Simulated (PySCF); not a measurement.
AsSe⁺ at revPBE

Level: revPBE. As cc-pVDZ-PP with ECP10, Se cc-pVDZ-PP with ECP10; scalar-relativistic core potentials (PySCF 2.14).

* state: ¹Σ⁺ (singlet), closed shell
* bond length: 2.106 Å
* harmonic wavenumber: 443 cm⁻¹
* force constant: 4.47 mdyn/Å
* rotational constant Be: 0.09826 cm⁻¹
* anharmonicity ωexe: 0.932 cm⁻¹
* vibration–rotation constant αe: 0.000285 cm⁻¹
* well depth De to As + Se⁺: 5.43 eV
* dissociation energy D0: 5.40 eV
* HOMO–LUMO gap: 3.32 eV
* bond order (Mayer): 2.81
* dipole moment (positive dipole points towards Se; it is taken about the centre of mass and depends on that origin): -1.36 D

For an ion De counts to the pair picked by the measured ionisation energies or electron affinities, which need not be the lowest pair at this level.
